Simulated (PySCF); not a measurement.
Compound: C₂H₆BP.
InChI=1S/C2H6BP/c3-4-1-2-4/h1-2,4H,3H3

Computed, not measured: PBE0-D3(BJ)/def2-SVP geometry optimisation, gas phase (PySCF 2.14.0).

Masses are those of the commonest isotopes; rigid-rotor values at the optimised geometry. 

(1) Give the principal moments of inertia and the rotational constants in cm⁻¹.

(2) What kind of rotor is it?

(3) Is it planar, by Δ = Ic − Ia − Ib?

(4) Give the other two planar moments, Paa and Pbb, and the rms extents of the mass along the axes.

(5) Give the coordinates in the principal-axis frame, origin at the centre of mass.

(6) Where do the levels up to J = 5 lie, in MHz?

(7) Which lines would a microwave search look for?

## Answers

(1) Ia = 31.64, Ib = 122.34, Ic = 125.17 u·Å²; 505379 MHz·u·Å²/I gives 15971, 4131 and 4038 MHz, that is A = 0.53274, B = 0.13780, C = 0.13468 cm⁻¹.

(2) A near-prolate asymmetric top; Ray's κ = -0.984.

(3) Not planar: Δ = Ic − Ia − Ib = -28.81 u·Å². For a rigid frame Δ = −2 Σ m c², so Σ m c² = 14.41 u·Å² lies off the ab plane: 6.52 from hydrogen and 7.89 from heavier atoms. The atom farthest from that plane is 1.80 Å away.

(4) Paa = Σ m a² = (Ib + Ic − Ia)/2 = 107.93 and Pbb = Σ m b² = (Ia + Ic − Ib)/2 = 17.24 u·Å². With the mass M = 72.03 u, the rms extents √(P/M) along a, b and c are 1.22, 0.49, 0.45 Å.

(5) The sense of each axis is arbitrary; atoms in the order of the calculation.
```
atom  mass (u)   a (Å)   b (Å)   c (Å)
  B1    11.009  -1.954  -0.006   0.446
  P2    30.974  -0.229   0.006  -0.373
  C3    12.000   1.319   0.654   0.247
  C4    12.000   1.317  -0.662   0.232
  H5     1.008  -2.469   1.018   0.020
  H6     1.008  -2.461  -1.024  -0.003
  H7     1.008  -1.734  -0.019   1.645
  H8     1.008  -0.158   0.021  -1.795
  H9     1.008   1.903   1.527   0.538
 H10     1.008   1.898  -1.543   0.502
```

(6) Above 0(0,0):
J = 1: 1(0,1) 8169, 1(1,1) 20009, 1(1,0) 20102
J = 2: 2(0,2) 24506, 2(1,2) 36253, 2(1,1) 36533, 2(2,1) 72054, 2(2,0) 72054
J = 3: 3(0,3) 49010, 3(1,3) 60619, 3(1,2) 61179, 3(2,2) 96560, 3(2,1) 96563, 3(3,1) 155995, 3(3,0) 155995
J = 4: 4(0,4) 81679, 4(1,4) 93106, 4(1,3) 94040, 4(2,3) 129234, 4(2,2) 129243, 4(3,2) 188671, 4(3,1) 188671, 4(4,1) 271878, 4(4,0) 271878
J = 5: 5(0,5) 122512, 5(1,5) 133714, 5(1,4) 135115, 5(2,4) 170077, 5(2,3) 170096, 5(3,3) 229516, 5(3,2) 229516, 5(4,2) 312723, 5(4,1) 312723, 5(5,1) 419703, 5(5,0) 419703
Those of J = 1 are B + C, A + C and A + B.

(7) The dipole components are |μa| = 4.80 D, |μb| = 0.00 D, |μc| = 1.25 D; the mirror of this Cs structure is the ac plane, so μb vanishes by symmetry (the 0.02 D computed is a residue) and there are no b-type lines. The squared components, which scale the intensities, stand as 1.00 : 0.07 (a : c). Some lines, for components of 0.1 D or more:

```csv
type,branch,"J(Ka,Kc)",MHz,lower level (cm⁻¹)
a,Q,"3(1,2) ← 3(1,3)",560,2.022
a,R,"1(0,1) ← 0(0,0)",8169,0.000
c,Q,"3(1,3) ← 3(0,3)",11609,1.635
c,Q,"2(1,2) ← 2(0,2)",11747,0.817
a,R,"2(0,2) ← 1(0,1)",16337,0.272
a,R,"2(1,1) ← 1(1,0)",16431,0.671
a,R,"3(1,3) ← 2(1,2)",24366,1.209
a,R,"3(2,2) ← 2(2,1)",24506,2.403
a,R,"3(2,1) ← 2(2,0)",24508,2.403
a,R,"4(0,4) ← 3(0,3)",32669,1.635
a,R,"4(2,3) ← 3(2,2)",32675,3.221
a,R,"4(3,2) ← 3(3,1)",32676,5.203
a,R,"4(3,1) ← 3(3,0)",32676,5.203
a,R,"4(2,2) ← 3(2,1)",32680,3.221
a,R,"4(1,3) ← 3(1,2)",32861,2.041
c,Q,"4(2,3) ← 4(1,3)",35195,3.137
c,Q,"3(2,2) ← 3(1,2)",35381,2.041
c,Q,"2(2,1) ← 2(1,1)",35521,1.219
c,R,"3(1,2) ← 2(0,2)",36674,0.817
c,R,"4(1,3) ← 3(0,3)",45030,1.635
c,Q,"4(3,2) ← 4(2,2)",59428,4.311
c,Q,"3(3,1) ← 3(2,1)",59432,3.221
c,R,"3(2,1) ← 2(1,1)",60029,1.219
c,R,"3(2,2) ← 2(1,2)",60307,1.209
c,R,"4(2,2) ← 3(1,2)",68064,2.041
c,R,"4(2,3) ← 3(1,3)",68616,2.022
c,R,"3(3,1) ← 2(2,1)",83941,2.403
c,R,"4(3,2) ← 3(2,2)",92111,3.221
```

Stationary, but not proved a minimum. These are rigid-rotor constants of the computed structure; measured ground-state constants (B0) also hold zero-point vibration. A rigid rotor knows nothing of internal rotation, which can split or shift real lines. Quadrupole hyperfine structure (11B) is left out.

Hardware: one thread of an Arm Neoverse V1, on a shared host. Cost: 11 s of wall time, 0.46 GiB resident at most. These figures are those of the optimisation.
